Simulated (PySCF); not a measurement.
Species: C₈H₁₀Si.
Numbering: `[cH:1]1[cH:2][cH:3][c:4]([C@@H:5]2[CH2:6][SiH2:7]2)[cH:8][cH:9]1` (hydrogens: H10 on C1; H11 on C2; H12 on C3; H13 on C5; H14, H15 on C6; H16, H17 on Si7; H18 on C8; H19 on C9)

Method: PBE0-D3(BJ)/def2-SVP geometry optimisation, gas phase (PySCF).

Q: List the bond lengths, angles and torsions at this level.

A: 
| bond | length (pm) |
| --- | --- |
| C1–C2, C1–C9 | 139.4 |
| C2–C3, C8–C9 | 139.2 |
| C3–C4, C4–C8 | 140.3 |
| C4–C5 | 148.4 |
| C5–C6 | 153.7 |
| C6–Si7 | 185.6 |
| C5–Si7 | 188.7 |
| C1–H10 | 109.2 |
| C2–H11, C9–H19 | 109.3 |
| C3–H12, C8–H18 | 109.3 |
| C5–H13 | 109.6 |
| C6–H14 | 109.5 |
| C6–H15 | 109.5 |
| Si7–H16 | 148.3 |
| Si7–H17 | 148.5 |

Bonds in one row agree within 1 pm and their mean is given. A selection of angles:
| angle | degrees |
| --- | --- |
| C2–C1–C9 | 119.1 |
| C2–C1–H10 | 120.4 |
| C1–C2–C3 | 120.5 |
| C1–C2–H11 | 120.0 |
| C3–C2–H11 | 119.5 |
| C2–C3–C4 | 121.0 |
| C2–C3–H12 | 118.9 |
| C4–C3–H12 | 120.1 |
| C3–C4–C5 | 122.7 |
| C3–C4–C8 | 117.8 |
| C5–C4–C8 | 119.6 |
| C4–C5–C6 | 121.3 |
| C4–C5–Si7 | 121.2 |
| C4–C5–H13 | 113.0 |
| C6–C5–Si7 | 64.7 |
| C6–C5–H13 | 114.1 |
| Si7–C5–H13 | 114.5 |
| C5–C6–Si7 | 66.8 |
| C5–C6–H14 | 115.4 |
| C5–C6–H15 | 116.7 |
| Si7–C6–H14 | 118.8 |
| Si7–C6–H15 | 119.8 |
| H14–C6–H15 | 112.2 |
| C6–Si7–H16 | 118.7 |
| C6–Si7–H17 | 119.5 |
| C5–Si7–C6 | 48.5 |
| C5–Si7–H16 | 117.2 |
| C5–Si7–H17 | 120.0 |
| H16–Si7–H17 | 116.1 |

Dihedral angles: C3–C4–C5–C6 23° (synperiplanar); C4–C5–C6–Si7 -113° (anticlinal); C4–C5–Si7–C6 113° (anticlinal).

Of the pairs four or more bonds apart, H12···H15 is among the closest relative to their van der Waals radii: 2.14 Å, 89 % of the sum of Bondi's values. The 6-membered ring C1–C2–C3–C4–C8–C9 has internal angles of 117.8° to 121.3°; it is planar, 0.00 Å rms from its mean plane, widest ring torsion 0°. The 8 C–C bonds span 1.392 Å (C8–C9, aromatic) to 1.537 Å (C5–C6, drawn single), a spread of 0.145 Å. The 3-membered ring C5–C6–Si7 has internal angles of 48.5° to 66.8°. The 2 C–Si bonds span 1.856 Å (C6–Si7, drawn single) to 1.887 Å (C5–Si7, drawn single), a spread of 0.031 Å. Si7 (SiH2 silicon) has angles from 48.5° to 120.0°.

Point group: C1 (no symmetry element, even within 0.4 Å). No frequency check. The numbers are those of one conformer.
